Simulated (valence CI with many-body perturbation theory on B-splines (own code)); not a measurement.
Level structure of Gd LIX

Calculated by configuration interaction combined with many-body perturbation theory (CI+MBPT): four valence electrons over a frozen Dirac-Fock core [He], radial functions for each j: 11 s, 11 p, 10 d, 8 f, 5 g, 2 h, with the one-electron correlation potential Σ1 (screened to all orders), the two-electron term Σ2, the three-electron term Σ3, Breit, model QED; selected single and double excitations, second order for the rest, scaled by the run's own slope (own B-spline code, finite nucleus).

No measured spectrum was set against this ion. As an estimate, large intervals hold to a few tenths of a per cent, small ones and those within an open d or f shell to about a per cent. Among the levels kept, up to 920 cm⁻¹ of a level comes from second order outside the variational space, and about a tenth of that is noise between levels of different J, which matters for small intervals.

Levels 91 to 135 of 207, with energies above the lowest level, (2s^2 2p1/2^2) J=0. "Leading %" is the weight of the configuration and term that name the level; weights of strongly mixed levels are sums over their largest components and can fall short. In the jj column 3d3/2^4 stands for four electrons in 3d with j = 3/2. Lifetimes count E1, E2, E3, M1 and M2 decay at the calculated energies, and are blank where another channel may lead or the interval is too uncertain; long ones can be off by a factor of two.

```tsv
No.	Configuration	Term	J	E (Ry)	Leading %	g	Leading jj	Lifetime
91	2s 2p2 3d	3G	4	641.91	34	1.162	2s 2p1/2 2p3/2 3d3/2 (89 %)	504 fs
92	2s 2p2 3d	3D	3	642.52	30	1.268	2s 2p1/2 2p3/2 3d3/2 (93 %)	1.24 fs
93	2s 2p2 3p	3P°	0	642.60	80		2s 2p1/2 2p3/2 3p3/2 (100 %)	120 fs
94	2s 2p2 3p	1D°	2	642.82	39	1.096	2s 2p1/2 2p3/2 3p3/2 (97 %)	7.31 fs
95	2s 2p2 3p	3S°	1	642.98	30	1.352	2s 2p1/2 2p3/2 3p3/2 (94 %)	6.72 fs
96	2s 2p2 3d	5D	4	643.10	49	1.372	2s 2p1/2 2p3/2 3d5/2 (94 %)	42.6 fs
97	2s 2p2 3p	3P°	1	643.26	52	1.198	2s 2p1/2 2p3/2 3p3/2 (99 %)	59.5 fs
98	2s 2p2 3d	3D	2	643.59	21	1.287	2s 2p1/2 2p3/2 3d3/2 (67 %)	1.97 fs
99	2s 2p2 3d	5P	1	644.19	26	1.752	2s 2p1/2 2p3/2 3d3/2 (71 %)	2.14 fs
100	2s 2p2 3d	3F	2	644.48	35	1.211	2s 2p1/2 2p3/2 3d5/2 (90 %)	1.80 fs
101	2s 2p2 3d	3F	3	645.12	45	1.273	2s 2p1/2 2p3/2 3d5/2 (91 %)	843 as
102	2s 2p2 3d	3D	1	645.43	24	0.966	2s 2p1/2 2p3/2 3d5/2 (71 %)	1.87 fs
103	2s 2p2 3d	3G	5	645.72	60	1.259	2s 2p1/2 2p3/2 3d5/2 (100 %)	19.1 ps
104	2s 2p2 3d	3F	2	645.94	55	1.019	2s 2p1/2 2p3/2 3d3/2 (70 %)	5.33 fs
105	2s 2p2 3d	3G	3	646.36	45	0.896	2s 2p1/2 2p3/2 3d3/2 (96 %)	48.2 fs
106	2s 2p2 3d	3D	1	647.10	67	0.726	2s 2p1/2 2p3/2 3d3/2 (79 %)	3.19 fs
107	2s 2p2 3d	3D	3	647.36	61	1.251	2s 2p1/2 2p3/2 3d5/2 (95 %)	1.21 fs
108	2s 2p2 3d	3D	1	647.71	69	0.793	2s 2p1/2 2p3/2 3d3/2 (54 %)	932 as
109	2s 2p2 3d	3F	4	647.71	57	1.198	2s 2p1/2 2p3/2 3d5/2 (95 %)	939 as
110	2s 2p2 3d	3F	2	647.94	32	1.042	2s 2p1/2 2p3/2 3d3/2 (65 %)	1.12 fs
111	2s 2p2 3d	3P	0	648.37	98		2s 2p1/2 2p3/2 3d3/2 (72 %)	769 as
112	2s 2p2 3d	1D	2	648.43	53	1.025	2s 2p1/2 2p3/2 3d3/2 (51 %)	1.18 fs
113	2s 2p2 3d	1P	1	649.13	60	1.064	2s 2p1/2 2p3/2 3d5/2 (62 %)	1.08 fs
114	2s 2p2 3d	1S	0	649.33	60		2s 2p1/2 2p3/2 3d5/2 (71 %)	1.25 fs
115	2s 2p2 3d	3D	3	650.79	41	1.230	2s 2p1/2 2p3/2 3d5/2 (98 %)	4.50 fs
116	2s 2p2 3d	3F	4	651.18	44	1.114	2s 2p1/2 2p3/2 3d5/2 (100 %)	3.58 fs
117	2s 2p2 3d	3P	2	652.00	48	1.209	2s 2p1/2 2p3/2 3d5/2 (98 %)	819 as
118	2s 2p2 3d	1F	3	652.08	43	1.065	2s 2p1/2 2p3/2 3d5/2 (98 %)	857 as
119	2s 2p2 3d	3P	1	652.09	46	1.432	2s 2p1/2 2p3/2 3d5/2 (99 %)	1.21 fs
120	2s 2p2 3d	3D	2	652.28	43	1.129	2s 2p1/2 2p3/2 3d5/2 (99 %)	1.18 fs
121	2p3 3p	3D	3	658.43	48	1.327	2p1/2^2 2p3/2 3p3/2 (97 %)	4.63 fs
122	2p3 3p	3P	1	658.46	34	1.346	2p1/2^2 2p3/2 3p3/2 (97 %)	4.22 fs
123	2p3 3p	3P	2	660.22	43	1.315	2p1/2^2 2p3/2 3p3/2 (97 %)	4.17 fs
124	2p3 3p	3P	0	661.84	70		2p1/2^2 2p3/2 3p3/2 (98 %)	4.46 fs
125	2p3 3d	3D°	2	663.08	32	1.031	2p1/2^2 2p3/2 3d3/2 (98 %)	13.1 fs
126	2p3 3d	3F°	3	663.58	27	1.086	2p1/2^2 2p3/2 3d3/2 (96 %)	49.3 fs
127	2p3 3d	3D°	1	663.85	33	1.093	2p1/2^2 2p3/2 3d3/2 (98 %)	4.29 fs
128	2p3 3d	3P°	0	664.02	62		2p1/2^2 2p3/2 3d3/2 (98 %)	74.7 fs
129	2p3 3d	3F°	4	667.49	50	1.244	2p1/2^2 2p3/2 3d5/2 (98 %)	178 fs
130	2p3 3d	3D°	2	668.28	34	1.233	2p1/2^2 2p3/2 3d5/2 (98 %)	1.69 fs
131	2p3 3d	3D°	3	669.33	46	1.200	2p1/2^2 2p3/2 3d5/2 (96 %)	765 as
132	2s 2p2 3s	5P	3	669.43	61	1.511	2s 2p3/2^2 3s (99 %)	18.0 fs
133	2p3 3d	3D°	1	670.11	34	1.057	2p1/2^2 2p3/2 3d5/2 (98 %)	1.15 fs
134	2s 2p2 3s	3P	2	671.12	54	1.338	2s 2p3/2^2 3s (99 %)	6.78 fs
135	2s 2p2 3p	3P°	2	676.15	27	1.549	2s 2p3/2^2 3p1/2 (99 %)	11.3 fs
```
